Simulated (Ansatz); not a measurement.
BClGeH5N, 9 atoms. Charge 0, multiplicity 1. Correlated methods include outer-core shells of Ge, which these sets cover unevenly. Scalar relativity is left out up to krypton. The bonds changed during the relaxation, so this is another structure than the one it started from. All runs use 4 threads of a server CPU on a shared host. Correlated methods freeze the cores.

**Question.** How many basis functions does each run have, and how long does it take in Ansatz? RKS PBE-D4/def2-TZVPP energy and forces; RKS ωB97M-V/def2-QZVPP energy; RKS ωB97M-V/def2-SVP energy; direct RPA on PBE orbitals/def2-TZVPP energy; RKS BHLYP-D4/def2-TZVPP energy; RKS LC-ωPBE/def2-TZVPP energy; RHF-CCSD(T)/def2-SVP energy; RKS PBE0-D4/def2-TZVP frequencies; RHF-CCSD(T)/def2-TZVPP energy; RKS CAM-B3LYP-D4/def2-TZVPP energy; RKS PBE0-D4/def2-TZVP relaxation (9 steps); RKS PBE0-D4/def2-SVP energy. (An estimate is asked.)

**Answer.** Computed: Other jobs shared the machine, so times are rough.

```json
{"level": "RKS PBE0-D4/def2-SVP", "job": "energy", "functions": "103", "wall time": "1.1 s", "peak host memory (GiB)": "0.21"}
{"level": "RKS PBE-D4/def2-TZVPP", "job": "energy and forces", "functions": "222", "wall time": "2.2 s", "peak host memory (GiB)": "0.28"}
{"level": "RKS LC-ωPBE/def2-TZVPP", "job": "energy", "functions": "222", "wall time": "2.7 s", "peak host memory (GiB)": "0.39"}
{"level": "RKS CAM-B3LYP-D4/def2-TZVPP", "job": "energy", "functions": "222", "wall time": "3.5 s", "peak host memory (GiB)": "0.64"}
{"level": "RHF-CCSD(T)/def2-SVP", "job": "energy", "functions": "103", "wall time": "4.6 s", "peak host memory (GiB)": "0.43"}
{"level": "RKS BHLYP-D4/def2-TZVPP", "job": "energy", "functions": "222", "wall time": "4.7 s", "peak host memory (GiB)": "0.6"}
{"level": "direct RPA on PBE orbitals/def2-TZVPP", "job": "energy", "functions": "222", "wall time": "4.7 s", "peak host memory (GiB)": "0.52"}
{"level": "RKS ωB97M-V/def2-SVP", "job": "energy", "functions": "103", "wall time": "4.7 s", "peak host memory (GiB)": "0.32"}
{"level": "RKS ωB97M-V/def2-QZVPP", "job": "energy", "functions": "423", "wall time": "19 s", "peak host memory (GiB)": "1.9"}
{"level": "RKS PBE0-D4/def2-TZVP", "job": "relaxation (9 steps)", "functions": "177", "wall time": "28 s", "peak host memory (GiB)": "0.48"}
{"level": "RKS PBE0-D4/def2-TZVP", "job": "frequencies", "functions": "177", "wall time": "110 s", "peak host memory (GiB)": "0.47"}
{"level": "RHF-CCSD(T)/def2-TZVPP", "job": "energy", "functions": "222", "wall time": "110 s", "peak host memory (GiB)": "3.4"}
```

LC-ωPBE has ω = 0.4 bohr⁻¹.
